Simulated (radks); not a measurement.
Dynamic dipole polarisability and lines of neutral lithium, [He] 2s1. Method: non-relativistic Kohn-Sham, LDA (Slater exchange, Perdew-Wang correlation), spin-polarised, spherical densities, point nucleus; open shells are filled with parallel spins first; computed with a radial shooting solver on a logarithmic mesh with Libxc functionals. Time-dependent linear response with the Hartree and adiabatic LDA kernel, continuum included through the Sternheimer equations. Lines are the poles of the dipole polarisability below minus the highest occupied eigenvalue, found on a grid refined at the orbital gaps; the lowest seven at most are given, and weak or close lines can be missed. The first line takes the name of the lowest orbital gap if no other gap lies below it; otherwise a line is named after a gap within 0.6 % of it, if that gap stands alone.

| photon energy (eV) | alpha (bohr^3) |
|---|---|
| 0 | 143.7 |
| 0.052 | 143.8 |
| 0.260 | 146.2 |
| 0.468 | 152.1 |
| 0.675 | 162.5 |
| 0.883 | 179.3 |
| 1.091 | 206.2 |
| 1.299 | 252.3 |
| 1.507 | 342.5 |
| 1.714 | 583.0 |
| 1.922 | 2876 |
| 2.130 | -842.4 |
| 2.338 | -345.5 |
| 2.546 | -209.2 |
| 2.753 | -145.9 |
| 2.961 | -109.6 |

Lines (eV, oscillator strength): 1.971 (628.9 nm, 2s-2p), f = 0.743. Higher lines, where found, are left out when the end of the mesh affects them. Those listed give 98 % of the static polarisability (sum of f/w^2). Orbital energy gaps for comparison: 2s-2p 1.826 eV. At laser wavelengths: 1550 nm 171.6, 1064 nm 219.8, 780 nm 406.7, 532 nm -353.3 bohr^3. Measured terms reached by dipole lines (averaged over J; NIST Handbook of Basic Atomic Spectroscopic Data, eV): 2s-2p 1.848; 2s-3p 3.834; 2s-4p 4.522; those above the model threshold have no computed partner.
